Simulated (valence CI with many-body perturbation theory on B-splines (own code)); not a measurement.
Values are calculated unless marked as measured or tabulated.
# Sensitivity of CI+MBPT for Br³⁰⁺

Level of theory: valence CI with perturbative core correlation (CI+MBPT): three valence electrons over a frozen Dirac-Fock core [He], radial functions for each j: 6 s, 6 p, 5 d, 3 f, 1 g, with the one-electron correlation potential Σ1, the two-electron term Σ2, the three-electron term Σ3, Breit, model QED; selected CI, second order for the rest, scaled by the run's own slope (own B-spline code, finite nucleus).

No measured spectrum was set against this ion. As an estimate, large intervals hold to a few tenths of a per cent, small ones and those within an open d or f shell to about a per cent.

The reference run has the lowest level (2s^2 2p1/2) J=1/2 and an ionisation energy of 3524.14 eV. Its largest variational space holds 4321 state functions.

Levels are named by their leading jj configuration (3d3/2^4 stands for four electrons in 3d with j = 3/2), which in mixed levels can hold well under half, so a name can repeat and another be missing. Letters in brackets count levels of one name in rising energy.

Changed runs:
A. shift of the energy in Σ1 (hartree) 0 → 6.05
B. correlating orbitals by l 3 3 3 2 1 → 2 6 1 1 3
C. highest l with Σ1, explicit Σ2 and valence Breit (higher l get mean screening factors) 3 → 1; logarithmic knot step 0.27 → 0.4
D. highest l in the core sums 6 → 2 (bad on purpose)

Excitation energies of the reference run in cm⁻¹, and shifts in cm⁻¹:

```tsv
Level	Reference	A	B	C	D
(2s^2 2p3/2) J=3/2	435515	+1.7	-0.3	-2.4	+27
(2s 2p1/2^2) J=1/2	665809	-8.6	-139	+14	-440
(2s 2p1/2 2p3/2) J=3/2 [a]	937375	-7.2	-238	-50	-412
(2s 2p1/2 2p3/2) J=5/2	1069410	-7.0	-163	-28	-407
(2s 2p1/2 2p3/2) J=3/2 [b]	1339830	-7.0	+171	+138	-411
(2s 2p1/2 2p3/2) J=1/2	1419550	-7.4	+254	+176	-416
(2s 2p3/2^2) J=5/2	1540040	-5.7	+35	+63	-384
(2s 2p3/2^2) J=1/2	1884860	-5.4	+364	+293	-378
(2s 2p3/2^2) J=3/2	1895930	-5.6	+247	+159	-380
(2p1/2^2 2p3/2) J=3/2	2136280	-16	+71	+179	-858
(2p1/2 2p3/2^2) J=3/2	2468460	-15	+75	+191	-839
(2p1/2 2p3/2^2) J=5/2	2561070	-14	+177	+170	-838
Ionisation energy (eV)	3524.14	+0.003	-0.037	-0.02	+0.06
```
